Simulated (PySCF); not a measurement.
Predicted microwave data (PBE0/pcSseg-1 in PySCF (dipole) on a GFN2-xTB geometry, gas phase) for one isomer of C6H8F2O2:

```
Rotational constants : A = 1466, B = 1281, C = 729.5 MHz
Dipole components    : |μa| = 1.69 D, |μb| = 2.69 D, |μc| = 0.04 D
Inertial defect      : -46.44 u·Å²
κ                    : 0.50
```

Question: Which structure is it? (One computed conformer of each.)
A. `[F:1][CH:2]([F:3])[O:4][C@@H:5]1[O:6][C@@H:7]1[CH:8]1[CH2:9][CH2:10]1` with F1–C2–O4–C5 164°, C2–O4–C5–O6 -64°, O6–C7–C8–C9 179°
B. `[CH2:1]=[CH:2][CH2:3][C@@H:4]1[O:5][C@H:6]1[O:7][CH:8]([F:9])[F:10]` with C1–C2–C3–C4 -8°, C2–C3–C4–O5 152°, O5–C6–O7–C8 -63°, C6–O7–C8–F9 -76°
C. `[CH3:1][CH2:2]/[C:3]([F:4])=[C:5](/[O:6][CH3:7])[C:8](=[O:9])[F:10]` with C1–C2–C3–F4 92°, C3–C5–O6–C7 2°, C3–C5–C8–O9 5°
D. `[OH:1][CH2:2][C@@:3]1([O:4][CH:5]([F:6])[F:7])[CH:8]=[CH:9][CH2:10]1` with H–O1–C2–C3 68°, O1–C2–C3–O4 -61°, C2–C3–O4–C5 -54°, C3–O4–C5–F6 -43°
E. `[CH3:1][O:2][C@@:3]1([CH3:4])[CH2:5][C@:6]1([F:7])[C:8](=[O:9])[F:10]` with C1–O2–C3–C4 62°, C5–C6–C8–O9 -26°
F. `[O:1]=[C:2]1[CH2:3][CH2:4][C@@H:5]([O:6][CH:7]([F:8])[F:9])[CH2:10]1` with C4–C5–O6–C7 -161°, C5–O6–C7–F8 161°, O1–C2–C3–C4 -166°, C2–C3–C4–C5 -30°, C3–C4–C5–O6 -85°, C4–C5–C10–C2 -25°

Answer: C. It is CC/C(F)=C(/OC)C(=O)F, an asymmetric top, point group C1. The candidates at the same level (rigid rotor, commonest isotopes):

| SMILES | A (MHz) | B (MHz) | C (MHz) | μa (D) | μb (D) | μc (D) | Δ (u·Å²) | point group | rotor |
| --- | --- | --- | --- | --- | --- | --- | --- | --- | --- |
| CC/C(F)=C(/OC)C(=O)F | 1466 | 1281 | 729.5 | 1.69 | 2.69 | 0.04 | -46.44 | C1 | asymmetric top |
| O=C1CC[C@@H](OC(F)F)C1 | 2599 | 776.9 | 675.1 | 0.07 | 2.93 | 3.06 | -96.38 | C1 | asymmetric top |
| C=CC[C@@H]1O[C@H]1OC(F)F | 2917 | 614.2 | 570.2 | 2.86 | 0.81 | 0.21 | -109.74 | C1 | near-prolate asymmetric top |
| OC[C@@]1(OC(F)F)C=CC1 | 1964 | 1193 | 901.0 | 0.67 | 1.67 | 0.30 | -120.05 | C1 | asymmetric top |
| FC(F)O[C@@H]1O[C@@H]1C1CC1 | 3035 | 657.4 | 598.4 | 2.58 | 0.91 | 0.30 | -90.62 | C1 | near-prolate asymmetric top |
| CO[C@@]1(C)C[C@]1(F)C(=O)F | 2029 | 1061 | 911.3 | 2.56 | 0.77 | 0.20 | -170.69 | C1 | asymmetric top |

`OC[C@@]1(OC(F)F)C=CC1` has A 34 % too high; `O=C1CC[C@@H](OC(F)F)C1` has A 77 % too high; `C=CC[C@@H]1O[C@H]1OC(F)F` has A 99 % too high; `FC(F)O[C@@H]1O[C@@H]1C1CC1` has A 107 % too high; `CO[C@@]1(C)C[C@]1(F)C(=O)F` has A 38 % too high. No structure here is proved a minimum.
